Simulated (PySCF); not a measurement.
**Polarisability and C₆ of Cu⁺ (copper, charge +1)**

[Ar] 3d10, closed-shell 1S. All numbers are calculated (PySCF 2.14, scalar relativity by spin-free X2C-1e, in aug-cc-pwCVTZ-DK (10s9p7d4f3g, 127 functions)). Coupled (time-dependent) response in atomic units; α is the mean over directions.

```json
{"method": "UHF", "mean α (bohr³)": "4.880", "C₆ (like pair)": "15.05", "S(−4)": "18.02"}
{"method": "PBE", "mean α (bohr³)": "7.296", "C₆ (like pair)": "22.55", "S(−4)": "59.93"}
{"method": "PBE0", "mean α (bohr³)": "6.413", "C₆ (like pair)": "19.90", "S(−4)": "40.51"}
```

S(−4) is the Cauchy moment in α(ω) = α(0) + S(−4) ω² + …

α(iu) at UHF:

```tsv
u (hartree)	α(iu) (bohr³)
0	4.880
0.0500	4.835
0.100	4.710
0.200	4.301
0.300	3.831
0.500	3.056
0.750	2.442
1.00	2.041
1.50	1.513
2.00	1.164
3.00	0.7467
5.00	0.3851
```

For an ion, C₆ is the dispersion term alone; charge-induced terms of lower order in 1/R come first.
